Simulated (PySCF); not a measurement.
**Two-component Hartree-Fock for Kr+ (krypton, charge +1)**

Start: [Ar] 3d10 4s1 4p5 5s1; 4s1/2 filled at m_j = +1/2; 4p1/2 filled at m_j = -1/2, +1/2; 4p3/2 filled at m_j = -1/2, +1/2, +3/2; 5s1/2 filled at m_j = +1/2. Calculated with PySCF 2.14 in x2c-SVPall-2c with one added diffuse shell each of s, p, d type (6s7p4d, 47 functions): generalised Hartree-Fock with the X2C-1e Hamiltonian and a Gaussian nucleus; one run each with spin-orbit coupling (SO) switched off, then screened by Boettger's factors. This is a chosen level, not necessarily the ground level.

```csv
spinor shell,electrons,"ε, spin-free (eV)","ε, screened SO (eV)",weight of nominal j (screened SO),"rms radius, screened SO (bohr)"
1s1/2,2,-14420.2,-14419.8,1.000,0.0478
2s1/2,2,-1979.7,-1979.6,1.000,0.199
2p1/2,2,-1748.0,-1785.1,1.000,0.175
2p3/2,4,-1748.0,-1730.2,1.000,0.178
3s1/2,2,-325.03,-324.95,1.000,0.566
3p1/2,2,-248.86,-254.71,0.998,0.574
3p3/2,4,-248.86,-245.96,0.999,0.584
3d3/2,4,-122.06,-122.88,0.978,0.609
3d5/2,6,-122.06,-121.41,0.986,0.611
4s1/2,1,-51.848,-51.801,1.000,1.60
4p1/2,2,-29.757,-29.617,0.654,1.90
4p3/2,3,-29.757,-29.903,0.770,1.91
5s1/2,1,-9.916,-9.914,0.996,4.27
```

```
   quantity    spin-free  screened SO
E (hartree)  -2786.05505  -2786.20763
        M_J          5/2          5/2
       ⟨J²⟩        8.783        8.784
       ⟨L²⟩        2.027        2.032
       ⟨S²⟩        3.756        3.758
```

Each row is a mean over spinors that exchange with the open shell spreads, by up to 5.763 eV (4p1/2).

Rows whose weight is well below 1 are mixtures of j = l ± 1/2: exchange outweighs spin-orbit coupling there, and the label is only the starting occupation.

Without spin-orbit coupling the j labels of p, d and f shells carry no meaning; the spin-free column gives the mean over the occupied spinors of each nl shell.
